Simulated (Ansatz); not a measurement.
# Counterpoise correction, worked out

The pair of H$_{2}$O (SMILES O, atoms 1–3) and AsH$_{3}$ (SMILES [AsH3], atoms 4–7), both closed shells, in one local arrangement (a lower one may exist), relaxed at PBE0-D4/def2-TZVP:

```json
{"atom": "O1", "x (Å)": "0.1665", "y (Å)": "-0.3128", "z (Å)": "-2.5162"}
{"atom": "H2", "x (Å)": "-0.0018", "y (Å)": "0.5699", "z (Å)": "-2.8524"}
{"atom": "H3", "x (Å)": "0.1426", "y (Å)": "-0.2214", "z (Å)": "-1.5570"}
{"atom": "As4", "x (Å)": "-0.0320", "y (Å)": "0.0021", "z (Å)": "1.1134"}
{"atom": "H5", "x (Å)": "-1.0288", "y (Å)": "0.8473", "z (Å)": "1.8860"}
{"atom": "H6", "x (Å)": "-0.3652", "y (Å)": "-1.2555", "z (Å)": "1.8943"}
{"atom": "H7", "x (Å)": "1.1189", "y (Å)": "0.3703", "z (Å)": "2.0318"}
```

Computed with Ansatz 0.2.0 (basis: def2-TZVPPD); correlated methods freeze the cores. Filled d shells of the heavier atoms are correlated. The def2 sets are not built for correlating such inner shells, so the correlated values are less sure here.

CCSD(T) total energies in eV:

| system | geometry | basis functions | energy |
| --- | --- | --- | --- |
| pair | pair | all | -62928.85433 |
| H$_{2}$O | as in the pair | all (partner as ghosts) | -2077.34025 |
| AsH$_{3}$ | as in the pair | all (partner as ghosts) | -60851.43597 |
| H$_{2}$O | as in the pair | its own | -2077.33536 |
| AsH$_{3}$ | as in the pair | its own | -60851.41467 |
| H$_{2}$O | free (PBE0-D4 minimum) | its own | -2077.33567 |
| AsH$_{3}$ | free (PBE0-D4 minimum) | its own | -60851.41431 |

(1) Work out the interaction energy with and without the counterpoise correction, the superposition error, and the binding energy from the relaxed fragments.

T1 diagnostic: at most 0.012.

Answers

(1) Without correction: -62928.85433 − (-2077.33536) − (-60851.41467) = -0.10430 eV.
With correction (each fragment in the whole basis): -62928.85433 − (-2077.34025) − (-60851.43597) = -0.07811 eV = -1.80 kcal/mol.
The superposition error is the difference, 0.02619 eV, 25 % of the uncorrected value: each fragment borrows its partner's functions.
Deformation from the free shapes: 0.00031 eV for H$_{2}$O and -0.00036 eV for AsH$_{3}$ (a small negative value is possible, since the free shapes are minima of another method).
Binding energy from relaxed fragments: -0.07811 + 0.00031 + (-0.00036) = -0.07816 eV = -1.80 kcal/mol (electronic, without zero-point energy; negative means bound). For comparison, the corrected interaction energy by CCSD(T) at an estimated basis limit (MP2 extrapolated from triple and quadruple zeta, plus CCSD(T) − MP2 in triple zeta) is -0.088 eV; triple zeta with the correction binds less.

For scale, one of the runs: CCSD(T)/def2-TZVPPD, 179 basis functions, launched by `ansatz run in.yaml --threads 2 --pin off --events-out ev --progress --plain --max-ram 5222MiB`. Time: 38 s of wall clock on 2 CPU threads of an Arm Neoverse V2; the host was shared. Peak host memory: 1.7 GiB.
